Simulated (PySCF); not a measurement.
One of the candidates below gave these computed data.

All candidates are C3H11OPSi2.

* Triplet: lowest triplet excitation (Tamm–Dancoff): 2.47 eV [TDA PBE0/def2-SVPD]
* NMR, other nuclei: isotropic shieldings of nuclei other than C and H, by class: -608 (1 O), 384 (1 Si), 413 (1 Si), 633 (1 P) ppm [GIAO PBE0/pcSseg-1]
* UV, strongest line: among the 8 lowest singlet transitions: S7 at 6.19 eV (200 nm, f = 0.221) [TDDFT PBE0/def2-SVPD]
* Rotational structure: rotational constants A, B, C: 1.788, 0.862, 0.731 GHz [GFN2-xTB]
* UV, first state: lowest singlet excitation: 3.16 eV (392 nm, f = 0.003) [TDDFT PBE0/def2-SVPD]
* Dipole: 2.97 D [PBE0/def2-SVPD]
* 13C NMR: chemical shifts (computed TMS as zero) by class: 248.0 (1 C), -1.8 (1 C), -4.5 (1 C) ppm [GIAO PBE0/pcSseg-1]
* 1H NMR: chemical shifts (computed TMS as zero) by class: 12.77 (1 H), 4.42 (1 H), 4.29 (1 H), 1.17 (2 H), 0.35 (3 H), 0.13 (3 H) ppm [GIAO PBE0/pcSseg-1]
* Polarisability: 125.8 au [PBE0/def2-SVPD]

Electronic properties: PySCF, gas phase, density fitting. Levels stand in brackets. The structure is a single GFN2-xTB conformer in the gas phase; no vibrational or solvent corrections. NMR classes are plain means over equivalent atoms (diastereotopic ones count apart unless rotation or inversion swaps them), as if these changed places fast.

Question: Which candidate is it?
A. `C[Si@]1(P)CC[SiH2]O1`
B. `C[C@@H]([SiH2]P)[SiH2]C=O`
C. `C[SiH](C)[Si@H](P)C=O`

Answer: C. It is `C[SiH](C)[Si@H](P)C=O`. Numbering: `[CH3:1][SiH:2]([CH3:3])[Si@H:4]([PH2:5])[CH:6]=[O:7]`. 3 carbons fall into 3 classes; from least to most shielded: carbonyl carbon [C6] (248.0 ppm), Si-methyl carbon [C3] (-1.8 ppm), Si-methyl carbon [C1] (-4.5 ppm). Hydrogen classes from least to most shielded: 1 H on a carbonyl carbon, C6 (12.77 ppm), 1 H on an SiH silicon, Si4 (4.42 ppm), 1 H on an SiH silicon, Si2 (4.29 ppm), 2 H on a three-coordinate phosphorus, P5 (1.17 ppm, a mean of values up to 0.7 ppm apart in this geometry), 3 H on an Si-methyl carbon, C3 (0.35 ppm), 3 H on an Si-methyl carbon, C1 (0.13 ppm). The other shieldings belong to: -608 ppm, carbonyl oxygen [O7]; 384 ppm, SiH silicon [Si2]; 413 ppm, SiH silicon [Si4]; 633 ppm, three-coordinate phosphorus [P5]. S1 is mainly HOMO→LUMO (weight 0.92); the largest Löwdin shares of the orbital it empties are 0.45 on the carbonyl oxygen, 0.19 on the carbonyl carbon, 0.13 on an SiH silicon and 0.09 on the formyl hydrogen, of the orbital it fills 0.36 on the carbonyl carbon, 0.30 on the carbonyl oxygen, 0.12 on an SiH silicon and 0.06 on an SiH silicon. The optimised geometry has point group C1 and is an asymmetric top.

The others, at the same levels:
- `C[C@@H]([SiH2]P)[SiH2]C=O` fails: its computed 13C shifts are 247.0 (1 C), 12.7 (1 C), -1.2 (1 C) ppm, 1H shifts are 12.37 (1 H), 5.09 (1 H), 4.48 (1 H), 4.26 (1 H), 4.02 (1 H), 1.34 (3 H), 1.00 (2 H), 0.20 (1 H) ppm and rotational constant A is 2.196 GHz (against 1.788 GHz).
- `C[Si@]1(P)CC[SiH2]O1` fails: its computed 13C shifts are 18.0 (1 C), 9.6 (1 C), 3.3 (1 C) ppm, 1H shifts are 5.10 (1 H), 4.96 (1 H), 1.31 (1 H), 1.12 (1 H), 1.06 (1 H), 0.91 (2 H), 0.82 (1 H), 0.20 (3 H) ppm and lowest singlet excitation is 6.34 eV (196 nm, f = 0.016) (against 3.16 eV).

Each candidate is one conformer, not necessarily the lowest. Dipoles, sizes and rotational constants follow the conformer. The torsions of the flexible species, by atom-mapped SMILES:
- `[CH3:1][SiH:2]([CH3:3])[Si@H:4]([PH2:5])[CH:6]=[O:7]`: C1–Si2–Si4–P5 93°, Si2–Si4–C6–O7 86°, H–P5–Si4–Si2 -73°, H–P5–Si4–Si2 20°
- `[CH3:1][C@@H:2]([SiH2:3][PH2:4])[SiH2:5][CH:6]=[O:7]`: C1–C2–Si3–P4 -60°, C1–C2–Si5–C6 171°, C2–Si5–C6–O7 9°, H–P4–Si3–C2 -84°, H–P4–Si3–C2 -176°

The conformers of `C[Si@]1(P)CC[SiH2]O1` aren't listed.
